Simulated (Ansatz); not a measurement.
Frontier orbitals of `C[SiH2][Al]1[O][GaH]1`.

Z-matrix (Å, degrees):
```
C
Si 1 1.879
H 1 1.092 2 111.0
H 1 1.092 2 110.9 3 120.1
H 1 1.092 2 110.4 3 -120.0
Al 2 2.460 1 112.2 3 -61.0
H 2 1.492 1 110.1 3 178.7
H 2 1.492 1 110.3 3 60.6
Ga 6 2.358 2 169.6 1 -14.6
O 6 1.705 2 138.0 1 167.1
H 9 1.571 6 164.0 2 -178.6
```

Total charge 0; spin multiplicity 1. Correlated methods include outer-core shells of Ga, which these sets cover unevenly. Scalar relativity is left out up to krypton. Geometry: relaxed with PBE0-D4/def2-TZVP. It is one conformer, not always the lowest. Basis def2-TZVPP, Ansatz 0.2.0.

```csv
functional,HOMO (eV),LUMO (eV)
ωB97X-V,-7.78,0.08
```

**Question.** Give HOMO and LUMO (eV) with LDA (SPW92), PBE, revPBE, BLYP, r2SCAN, B97M-V, PBE0, B3LYP, r2SCANh, r2SCAN0, HSE06 (plane-wave form), BHLYP, CAM-B3LYP, LC-ωPBE, ωB97M-V, HF. (An estimate is asked.)

**Answer.** Computed: 
| functional | HOMO | LUMO |
| --- | --- | --- |
| LDA (SPW92) | -4.94 | -2.76 |
| PBE | -4.80 | -2.57 |
| revPBE | -4.75 | -2.48 |
| BLYP | -4.67 | -2.43 |
| r2SCAN | -4.99 | -2.45 |
| B97M-V | -5.00 | -2.50 |
| PBE0 | -5.73 | -1.83 |
| B3LYP | -5.58 | -2.00 |
| r2SCANh | -5.34 | -2.18 |
| r2SCAN0 | -5.86 | -1.78 |
| HSE06 (plane-wave form) | -5.35 | -2.20 |
| BHLYP | -6.56 | -1.03 |
| CAM-B3LYP | -6.89 | -0.83 |
| LC-ωPBE | -8.04 | 0.17 |
| ωB97M-V | -7.62 | -0.10 |
| HF | -7.77 | 0.87 |

B3LYP here is the variant with VWN-RPA as its local correlation; programs differ in this. LC-ωPBE has ω = 0.4 bohr⁻¹.
